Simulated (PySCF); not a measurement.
Does the drawn structure hold up?

[(F)3Hf]2S (singlet state). Drawn bonds (atoms from 1): Hf1–F2, Hf1–F3, Hf1–F4, Hf1–S5, S5–Hf6, Hf6–F7, Hf6–F8, Hf6–F9.

Start geometry (GFN2-xTB, Å):

```
atom  x, y, z in Å
Hf1    1.373    0.808    0.574
F2     0.611    2.174   -0.559
F3     2.518   -0.202   -0.265
F4     2.658    2.001    1.404
S5    -0.554   -0.209    1.739
Hf6   -1.564   -1.002   -0.233
F7    -1.727   -2.842   -0.535
F8    -0.027   -0.399   -1.264
F9    -3.156   -0.397   -0.886
```

Computed with PBE0-D3(BJ)/def2-SVP geometry optimisation, gas phase, def2 core potentials past Kr (PySCF 2.14.0).

Here a drawn bond counts as lost beyond 1.3 times the sum of covalent radii plus 0.1 Å; another pair counts as a new contact within 1.08 times that sum, or 1.2 times among H, C, N, O, F, S and Cl. Covalent radii used (Å): F 0.57, Hf 1.75, S 1.05.

End geometry (Å):

```
atom  x, y, z in Å
Hf1    1.274    0.810    0.492
F2     0.968    2.383   -0.542
F3     2.597   -0.421   -0.113
F4     2.077    1.554    2.042
S5    -0.717   -0.268    1.590
Hf6   -1.486   -0.977   -0.531
F7    -1.513   -2.874   -0.675
F8     0.089   -0.106   -1.339
F9    -3.156   -0.171   -0.951
```

(1) Which drawn bonds are lost at the end of the optimisation, and which new contacts are there?

(2) How much did the energy fall, and did the run converge?

Results:

(1) No drawn bond is lost. New contacts (start → end): Hf1–Hf6 (3.54 → 3.44 Å) and Hf1–F8 (2.61 → 2.37 Å).

(2) By 25.9 kcal/mol over 18 gradient evaluations. The calculation finished and met its thresholds. Properties computed at the end geometry shouldn't be filed under the drawn structure. Nor does the run disprove the drawing: a local optimiser ends where its start leads it, and a better start may keep the drawn bonds and even end lower.
